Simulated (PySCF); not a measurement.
# ZnF under electron impact: the energy ladder

r²SCAN in PySCF with def2-TZVPPD on every atom, for the lowest determinant that a PBE0 search found; no spin–orbit coupling.

| species | state (unpaired electrons) | Re (Å) | ωe (cm⁻¹) | energy of the minimum from the neutral (eV) | De (eV) | dissociates to |
| --- | --- | --- | --- | --- | --- | --- |
| ZnF | doublet (σ ↑) | 1.781 | 604 | 0.00 | 3.27 | Zn + F |
| ZnF⁺ | singlet (closed shell) | 1.709 | 723 | 9.51 | 2.96 | Zn⁺ + F |
| ZnF⁻ | singlet (closed shell) | 1.924 | 412 | -1.77 | 1.72 | Zn + F⁻ |

Task: Work out the lowest energy to break ZnF into atoms, from its vibrational ground state.

Result: D0 = De − ωe/2 = 3.27 − 0.04 = 3.23 eV (r²SCAN/def2-TZVPPD).

Task: Work out the ionisation energy of the Zn atom at this level and the threshold of dissociative ionisation.

Result: IE(Zn) = 9.51 + 2.96 − 3.27 = 9.20 eV, so Zn⁺ + F + e⁻ appears at D0 + IE(Zn) = 12.43 eV (r²SCAN/def2-TZVPPD). The measured IE(Zn) is 9.394 eV (NIST ASD).

Task: Work out the electron affinity of the F atom and the threshold of dissociative attachment.

Result: EA(F) = 3.27 − 1.72 − (-1.77) = 3.32 eV, so Zn + F⁻ needs D0 − EA(F) = -0.09 eV (negative: it is exothermic at zero electron energy) (r²SCAN/def2-TZVPPD). The measured EA(F) is 3.401 eV.

Task: At which energy does ion-pair formation open?

Result: Zn⁺ + F⁻ lies at D0 + IE(Zn) − EA(F) = 9.11 eV (r²SCAN/def2-TZVPPD).

These are thermodynamic thresholds; the onsets seen under electron impact lie higher where the geometry changes, and cross-sections peak well above them.

For an ion De counts to the pair picked by the measured ionisation energies or electron affinities, which need not be the lowest pair at this level. The highest Kohn–Sham level is positive in this anion. Much of that is self-interaction error, but it also means that the finite basis helps to hold the extra electron. States were picked by a PBE0 search and need not be the measured ground states.
